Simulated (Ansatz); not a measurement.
System: CH₃Si, net charge 1, singlet state. 
Structure (B3LYP-D3(BJ)/def2-TZVP (Ansatz, a quantum-chemistry and plane-wave program) minimum search):
```xyz
5

C     -1.0478     0.1093    -0.3726
Si     0.5592    -0.0562     0.2529
H     -1.7536    -0.7223    -0.3102
H     -1.5393     1.0850    -0.3827
H      1.7514    -0.2322    -0.6116
```
Charge +1, spin multiplicity 1.

Basis-set convergence of Hartree-Fock and CCSD(T) correlation energies (hartree) with Ansatz. Valence correlation only, unless marked. Spin-orbit coupling is left out. No relativistic terms.

The Hartree-Fock reference is unstable (checked in the largest basis), which strains HF and MP2. The T1 diagnostic of CCSD in the largest basis is 0.035, which is high, so the coupled-cluster rows are less sure than usual.

```
basis            functions       E(HF)  E(corr, CCSD(T))
---------------  ---------  ----------  ----------------
aug-cc-pV(D+d)Z         82  -328.16014          -0.26475
aug-cc-pV(T+d)Z        170           ?                 ?
```

Problem. What belongs in the gaps?

Solution. 
- aug-cc-pV(T+d)Z, E(HF): -328.17949
- aug-cc-pV(T+d)Z, E(corr, CCSD(T)): -0.30417
